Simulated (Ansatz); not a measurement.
`[F][GeH2][F]` → F₂ + `[GeH2]`  (germylene formation by 1,1-elimination)

Calculated with Ansatz (gas phase, PBE0-D4/def2-TZVP geometries, no zero-point term in ΔE). CBS: MP2 limit from def2 TZ/QZ plus the TZ coupled-cluster correction, frozen cores. This one scheme is used for every species. Functionals use def2-TZVPP. HSE06 is defined as in plane-wave codes. For Ge outer-core shells are correlated without core-valence functions, which leaves a few kJ/mol of doubt a bond. Scalar relativity is left out up to krypton.

```tsv
level	ΔE (kcal/mol)	difference from CCSD(T)/CBS
PBE-D4	188.2	-11.7
revPBE-D4	184.4	-15.5
r2SCAN-D4	200.0	0.1
B97M-V	197.2	-2.7
HSE06-D4	196.5	-3.4
r2SCAN	199.8	-0.1
PBE0	196.1	-3.8
HSE06	196.0	-3.9
RPA@PBE/def2-TZVPP	186.4	-13.5
CCSD(T)/def2-SVP	192.6	-7.3
CCSD(T)/CBS	199.9	0
```

Task: What do rigid-rotor, harmonic-oscillator terms from PBE0-D4/def2-TZVP frequencies (298.15 K, 1 bar) make of the CCSD(T)/CBS value? (Estimate.)

Result: The calculation gave: ΔZPE = -4.5 kcal/mol, ΔH = +196.9 kcal/mol, ΔS = 145 J/(mol·K), ΔG = +186.5 kcal/mol.

Largest T1 diagnostic among the species: 0.012.

At CCSD(T), def2-SVP lies −7.3 kcal/mol from the extrapolated value and def2-TZVPP −1.1 kcal/mol. From r2SCAN to r2SCAN0 (25 % exact exchange), in def2-TZVPP and without D4, ΔE moves by +4.8 kcal/mol. Leaving LDA and LC-ωPBE aside and taking each functional with its dispersion term where it has one, the values, not all of them listed here, spread over 23.4 kcal/mol, from BLYP-D4 to PBE-QIDH. LDA lies +12.8 kcal/mol from PBE without D4.
